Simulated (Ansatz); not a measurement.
`[NH2][In]([F])[CH]=O` + HBr → `[NH2][In]([F])[Br]` + `C=O` at 400 K and 1 bar (ligand exchange at the In–C bond).

Calculated with Ansatz (gas phase, PBE0-D4/def2-TZVP geometries, no zero-point term in ΔE). CBS: MP2 limit from def2 TZ/QZ plus the TZ coupled-cluster correction, frozen cores. This one scheme is used for every species. def2 core potentials past Kr. For Br, In outer-core shells are correlated without core-valence functions, which leaves a few kJ/mol of doubt a bond. Scalar relativity is left out up to krypton. Each species was taken in one conformer, which may not be the lowest.

```tsv
species	CCSD(T)/CBS energy (Eh)	H − E (kJ/mol)	S (J/(mol·K))
`[NH2][In]([F])[CH]=O`	-459.34463	150.3	413.6
HBr	-2573.91920	27.6	207.2
`[NH2][In]([F])[Br]`	-2918.92828	101.8	385.1
`C=O`	-114.39408	83.9	229.4
```

H − E and S are ideal-gas, rigid-rotor, harmonic terms from PBE0-D4/def2-TZVP, for one conformer and one mirror image of each species. 1 Eh = 2625.50 kJ/mol, R = 8.31446 J/(mol·K).

By hand: ΔE, ΔH, ΔS and ΔG.

ΔE = (-2918.92828) + (-114.39408) − (-459.34463) − (-2573.91920) = -0.05853 Eh = -153.7 kJ/mol. Δ(H − E) = 101.8 + 83.9 − 150.3 − 27.6 = 7.8, so ΔH = -145.9 kJ/mol. ΔS = 385.1 + 229.4 − 413.6 − 207.2 = -6.3 J/(mol·K). ΔG = -145.9 − 400 × (-6.3)/1000 = -143.4 kJ/mol.

By hand: the equilibrium constant, and the temperature at which ΔG would vanish if ΔH and ΔS stayed fixed.

log₁₀ K = −ΔG/(RT ln 10) = 18.7. ΔG = 0 at ΔH/ΔS = 23159 K, far beyond where these terms or the molecules hold.

The number of gas molecules stays the same, so ΔS is small and ΔH decides. A doubt of 5 kJ/mol in ΔE shifts log₁₀ K by 0.7 here. Other conformers and mirror images would add mixing entropy, several J/(mol·K) or more a flexible species. Modes under 60 cm⁻¹, often nearly free rotors, make the harmonic entropy too high. These are equilibria of isolated gas molecules and say nothing of rates. Largest T1 diagnostic: 0.018 (customary marks: 0.02 for closed shells, 0.045 for open ones).
